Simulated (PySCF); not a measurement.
Numbering as in the mapped SMILES `[CH:1]1=[CH:2][C:3]1=[CH:4][CH:5]1[CH2:6][CH2:7][CH2:8]1`. Hydrogens are named by the atom that carries them. Ha(C6), Ha(C7), Ha(C8) are cis to C4 on the ring; Hb(C6), Hb(C7), Hb(C8) are trans to C4 on the ring.

PySCF 2.14.0 with density-fitted response routines calculation with PBE0/pcSseg-1 with gauge-including orbitals and structure optimised with GFN2-xTB; gas phase, non-relativistic Hamiltonian, rapidly exchanging positions averaged, a single conformation.

Scale: ¹³C and ¹H vs TMS (reference shieldings calculated alike).

| atoms | nucleus | count | Hirshfeld charge | δ (ppm) |
| --- | --- | --- | --- | --- |
| C2 | ¹³C | 1 | -0.02 | 142.0 |
| C1 | ¹³C | 1 | -0.02 | ? |
| Ha(C7) | ¹H | 1 | 0.03 | 1.75 |
| C5 | ¹³C | 1 | -0.03 | 39.2 |
| H(C2) | ¹H | 1 | 0.08 | 8.14 |
| C6/C8 | ¹³C | 2 | -0.08 | ? |
| C3 | ¹³C | 1 | -0.02 | 114.6 |
| H(C4) | ¹H | 1 | 0.03 | 4.56 |
| Hb(C7) | ¹H | 1 | 0.03 | 1.88 |
| C4 | ¹³C | 1 | -0.11 | 91.8 |
| Ha(C6)/Ha(C8) | ¹H | 2 | 0.03 | 1.83 |
| C7 | ¹³C | 1 | -0.08 | 17.0 |
| H(C1) | ¹H | 1 | 0.08 | ? |
| Hb(C6)/Hb(C8) | ¹H | 2 | 0.03 | ? |
| H(C5) | ¹H | 1 | 0.03 | ? |

**Question.** Fill in the missing shifts.

**Answer.** 
- C1: 142.4 ppm, alkene CH; the olefinic region
- C6/C8: 31.2 ppm, sp3 CH2 in a ring; a saturated carbon with 2 carbon neighbours and no heteroatom attached
- H(C1): 8.25 ppm, hydrogen on an alkene CH
- H(C5): 2.88 ppm, hydrogen on an allylic sp3 CH; allylic position
- Hb(C6)/Hb(C8): 2.27 ppm, hydrogen on an sp3 CH2 in a ring

Shifts are as computed. Against solution values, carbons near 30 ppm lie about +3 ppm off and those near 130 ppm about +5 ppm. Of 1211 compounds with measured shifts, 218 miss one by over three times the rms of a fit or turn the order of signals round; such compounds aren't used in these exercises.
